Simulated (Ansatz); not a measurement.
`CCOC(F)F` + `C[SiH](O)[SiH3]` → `CC[SiH](O)[SiH3]` + `COC(F)F`  (formal exchange of groups at a C–C bond)

Isolated molecules relaxed with PBE0-D4/def2-TZVP in Ansatz; ΔE leaves out vibrations. CCSD(T)/CBS is the MP2 limit (def2-TZVPP, def2-QZVPP) plus CCSD(T) − MP2 in def2-TZVPP, frozen cores. Functionals use def2-TZVPP. B3LYP here is the variant with VWN-RPA as its local correlation; programs differ in this. Each species was taken in one conformer, which may not be the lowest.

Question: Is it downhill or uphill in electronic energy at CCSD(T)/CBS, and by how much? (An estimate is asked.)

Answer: Computed: Uphill: ΔE = +23.9 kJ/mol.

Question: What do these levels give: r2SCAN-D4, PBE0-D4, B3LYP-D4, ωB97X-V, ωB97M-V, B2PLYP, HF/def2-TZVPP, SCS-MP2/def2-TZVPP, CCSD/def2-TZVPP, CCSD(T)/def2-TZVPP, MP2/def2-QZVPP, CCSD/CBS(def2)? (An estimate is asked.)

Answer: Computed: r2SCAN-D4 25.4, PBE0-D4 23.0, B3LYP-D4 22.7, ωB97X-V 24.1, ωB97M-V 24.3, B2PLYP 25.0, HF/def2-TZVPP 26.9, SCS-MP2/def2-TZVPP 22.9, CCSD/def2-TZVPP 23.8, CCSD(T)/def2-TZVPP 23.3, MP2/def2-QZVPP 23.5, CCSD/CBS(def2) 24.5 kJ/mol.

Largest T1 diagnostic among the species: 0.012.

The D4 term adds −3.1 kJ/mol with B3LYP and −1.7 kJ/mol with PBE0; it sums over pairs of atoms, weighted by their polarisabilities, and B3LYP, whose exchange is more repulsive, gets the larger term. In def2-TZVPP, CCSD(T) changes the Hartree–Fock value by −3.6 kJ/mol (the triples alone add −0.6 kJ/mol) and MP2 by −3.8 kJ/mol.
